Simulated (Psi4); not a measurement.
C$_{2}$H$_{6}$SZn, triplet, at the geometry of the source list (a higher spin typed on purpose: for a closed-shell molecule this is an excited state); Psi4 with B3LYP/3-21G.

Input for Psi4:
```
memory 2 GB

molecule {
0 3
  Zn   -0.28680000    1.06210000    0.88790000
  C     0.39060000   -0.73740000    0.17010000
  C     0.37770000   -0.84950000   -1.35070000
  H    -0.22960000   -1.52400000    0.59530000
  H     1.40380000   -0.89250000    0.53560000
  H     1.02120000   -0.10320000   -1.81150000
  H    -0.62700000   -0.73380000   -1.75110000
  H     0.74350000   -1.83450000   -1.64610000
  S    -1.03710000    3.09090000    1.70860000
  H    -1.75620000    2.52190000    2.66190000
symmetry c1
}

set basis 3-21g
set reference uks

energy('b3lyp')
print_variables()
```

What the program printed (banner, timings and long lists left out):

```
   => Loading Basis Set <=

    Name: 3-21G
    Role: ORBITAL
    Keyword: BASIS

         ---------------------------------------------------------
                                   SCF
               by Justin Turney, Rob Parrish, Andy Simmonett
                          and Daniel G. A. Smith
                              UKS Reference
         ---------------------------------------------------------

  ==> Geometry <==

    Molecular point group: c1
    Full point group: C1

    Geometry (in Angstrom), charge = 0, multiplicity = 3:

       Center              X                  Y                   Z               Mass
    ------------   -----------------  -----------------  -----------------  -----------------
         ZN           0.044395497055    -0.089902798734     0.127301480998    63.929142010000
         C            0.721795497055    -1.889402798734    -0.590498519002    12.000000000000
         C            0.708895497055    -2.001502798734    -2.111298519002    12.000000000000
         H            0.101595497055    -2.676002798734    -0.165298519002     1.007825032230
         H            1.734995497055    -2.044502798734    -0.224998519002     1.007825032230
         H            1.352395497055    -1.255202798734    -2.572098519002     1.007825032230
         H           -0.295804502945    -1.885802798734    -2.511698519002     1.007825032230
         H            1.074695497055    -2.986502798734    -2.406698519002     1.007825032230
         S           -0.705904502945     1.938897201266     0.948001480998    31.972071174400
         H           -1.425004502945     1.369897201266     1.901301480998     1.007825032230

  Running in c1 symmetry.

  Rotational constants: A =      0.70275  B =      0.04611  C =      0.04416 [cm^-1]
  Rotational constants: A =  21067.79151  B =   1382.45853  C =   1323.80545 [MHz]
  Nuclear repulsion =  294.168677936859979

  Charge       = 0
  Multiplicity = 3
  Electrons    = 64
  Nalpha       = 33
  Nbeta        = 31

  ==> Algorithm <==

  SCF Algorithm Type is DF.
  DIIS enabled.
  MOM disabled.
  Fractional occupation disabled.
  Guess Type is SAD.
  Energy threshold   = 1.00e-06
  Density threshold  = 1.00e-06
  Integral threshold = 1.00e-12

  ==> Primary Basis <==

  Basis Set: 3-21G
    Blend: 3-21G
    Number of shells: 40
    Number of basis functions: 72
    Number of Cartesian functions: 72
    Spherical Harmonics?: false
    Max angular momentum: 2

  ==> DFT Potential <==

   => LibXC <=

    Version 7.1.2
    S. Lehtola, C. Steigemann, M. J. T. Oliveira, and M. A. L. Marques,  SoftwareX 7, 1–5 (2018) (10.1016/j.softx.2017.11.002)

   => Composite Functional: B3LYP <=

    B3LYP Hyb-GGA Exchange-Correlation Functional

    P. J. Stephens, F. J. Devlin, C. F. Chabalowski, and M. J. Frisch,  J. Phys. Chem. 98, 11623 (1994) (10.1021/j100096a001)

    Deriv               =              1
    GGA                 =           TRUE
    Meta                =          FALSE

    Exchange Hybrid     =           TRUE
    MP2 Hybrid          =          FALSE

   => Exchange Functionals <=

    0.0800   Slater exchange
    0.7200         Becke 88

   => Exact (HF) Exchange <=

    0.2000               HF

   => Correlation Functionals <=

    0.1900   Vosko, Wilk & Nusair (VWN5_RPA)
    0.8100   Lee, Yang & Parr

   => LibXC Density Thresholds  <==

    XC_HYB_GGA_XC_B3LYP:  1.00E-15

   => Molecular Quadrature <=

    Radial Scheme          =       TREUTLER
    Pruning Scheme         =           NONE
    Nuclear Scheme         =       TREUTLER

    Blocking Scheme        =         OCTREE
    BS radius alpha        =              1
    Pruning alpha          =              1
    Radial Points          =             75
    Spherical Points       =            302
    Total Points           =         216180
    Total Blocks           =           1648
    Max Points             =            256
    Max Functions          =             66
    Weights Tolerance      =       1.00E-15

   => Loading Basis Set <=

    Name: (3-21G AUX)
    Role: JKFIT
    Keyword: DF_BASIS_SCF

  ==> Integral Setup <==

  SCF_SUBTYPE=INCORE selected. In-core MEM_DF algorithm will be used.
  Using in-core AOs.

  ==> MemDFJK: Density-Fitted J/K Matrices <==

    J tasked:                   Yes
    K tasked:                   Yes
    wK tasked:                   No
    Algorithm:                 Core
    Schwarz Cutoff:           1E-12
    Mask sparsity (%):       7.7932
    Fitting Condition:        1E-10

   => Auxiliary Basis Set <=

  Basis Set: (3-21G AUX)
    Blend: DEF2-UNIVERSAL-JKFIT
    Number of shells: 182
    Number of basis functions: 830
    Number of Cartesian functions: 830
    Spherical Harmonics?: false
    Max angular momentum: 6

  Minimum eigenvalue in the overlap matrix is 5.9179770801E-03.
  Reciprocal condition number of the overlap matrix is 1.1963829160E-03.
    Using symmetric orthogonalization.

  ==> Pre-Iterations <==

  SCF Guess: Superposition of Atomic Densities via on-the-fly atomic UHF (no occupation information).

   -------------------------
    Irrep   Nso     Nmo
   -------------------------
     A         72      72
   -------------------------
    Total      72      72
   -------------------------

  ==> Iterations <==

                           Total Energy        Delta E     RMS |[F,P]|

   @DF-UKS iter SAD: -2243.05808290240384   -2.24306e+03   0.00000e+00
   @DF-UKS iter   1: -2243.58395638299862   -5.25873e-01   5.24944e-02 ADIIS/DIIS
   @DF-UKS iter   2: -2198.50839122303432    4.50756e+01   8.84036e-02 ADIIS/DIIS
   @DF-UKS iter   3: -2245.85650408572064   -4.73481e+01   1.39766e-02 ADIIS/DIIS
   @DF-UKS iter   4: -2245.74016343172343    1.16341e-01   1.15321e-02 ADIIS/DIIS
   @DF-UKS iter   5: -2246.17472028493103   -4.34557e-01   3.71719e-03 ADIIS/DIIS
   @DF-UKS iter   6: -2246.14743871805604    2.72816e-02   4.19882e-03 ADIIS/DIIS
   @DF-UKS iter   7: -2246.22688954825799   -7.94508e-02   1.55370e-03 ADIIS/DIIS
   @DF-UKS iter   8: -2246.24001343428654   -1.31239e-02   8.64594e-04 ADIIS/DIIS
   @DF-UKS iter   9: -2246.24324183958379   -3.22841e-03   3.62290e-04 ADIIS/DIIS
   @DF-UKS iter  10: -2246.24356076082631   -3.18921e-04   2.53321e-04 ADIIS/DIIS
   @DF-UKS iter  11: -2246.24385276159228   -2.92001e-04   8.27421e-05 DIIS
   @DF-UKS iter  12: -2246.24388190062245   -2.91390e-05   4.24314e-05 DIIS
   @DF-UKS iter  13: -2246.24388949694139   -7.59632e-06   3.60908e-05 DIIS
   @DF-UKS iter  14: -2246.24389639903757   -6.90210e-06   2.31884e-05 DIIS
   @DF-UKS iter  15: -2246.24390252795229   -6.12891e-06   7.81741e-06 DIIS
   @DF-UKS iter  16: -2246.24390305802672   -5.30074e-07   5.69856e-06 DIIS
   @DF-UKS iter  17: -2246.24390343660025   -3.78574e-07   1.29056e-06 DIIS
   @DF-UKS iter  18: -2246.24390348105726   -4.44570e-08   4.40693e-07 DIIS
  Energy and wave function converged.

  ==> Post-Iterations <==

   Electrons on quadrature grid:
      Nalpha   =   32.9999954943 ; deviation = -4.506e-06
      Nbeta    =   30.9999952590 ; deviation = -4.741e-06
      Ntotal   =   63.9999907533 ; deviation = -9.247e-06

   @Spin Contamination Metric:   4.955673746E-03
   @S^2 Expected:                2.000000000E+00
   @S^2 Observed:                2.004955674E+00
   @S   Expected:                1.000000000E+00
   @S   Observed:                1.000000000E+00

    Orbital Energies [Eh]
    ---------------------

    Alpha Occupied:

[...]
    Alpha Virtual:

[...]
    Beta Occupied:

[...]
      31A     -0.246540

    Beta Virtual:

[...]
    Final Occupation by Irrep:
              A
    DOCC [    31 ]
    SOCC [     2 ]
    NA   [    33 ]
    NB   [    31 ]

  @DF-UKS Final Energy: -2246.24390348105726

   => Energetics <=

    Nuclear Repulsion Energy =            294.1686779368599787
    One-Electron Energy =               -3713.3913130818273203
    Two-Electron Energy =                1261.4289090199079055
    DFT Exchange-Correlation Energy =     -88.4501773559981075
    Empirical Dispersion Energy =           0.0000000000000000
    VV10 Nonlocal Energy =                  0.0000000000000000
    Total Energy =                      -2246.2439034810572593

  UHF NO Occupations:
  HONO-2 :   31  A 1.9984316
  HONO-1 :   32  A 1.0000000
  HONO-0 :   33  A 1.0000000
  LUNO+0 :   34  A 0.0015684
  LUNO+1 :   35  A 0.0003298
  LUNO+2 :   36  A 0.0001321
  LUNO+3 :   37  A 0.0001257

Computation Completed

Properties will be evaluated at   0.000000,   0.000000,   0.000000 [a0]

Properties computed using the SCF density matrix

 Multipole Moments:

 ------------------------------------------------------------------------------------
     Multipole            Electronic (a.u.)      Nuclear  (a.u.)        Total (a.u.)
 ------------------------------------------------------------------------------------

 L = 1.  Multiply by 2.5417464519 to convert [e a0] to [Debye]
 Dipole X            :         -1.9969031            2.2004194            0.2035163
 Dipole Y            :          7.5111558           -8.5005156           -0.9893598
 Dipole Z            :          5.5825460           -6.0531806           -0.4706346
 Magnitude           :                                                    1.1143377

 ------------------------------------------------------------------------------------

  Variable Map:
  ----------------------------------------------------------------------------
[...]
  Array Variable Map:
  ----------------------------------------------------------------------------
[...]
[...]
```
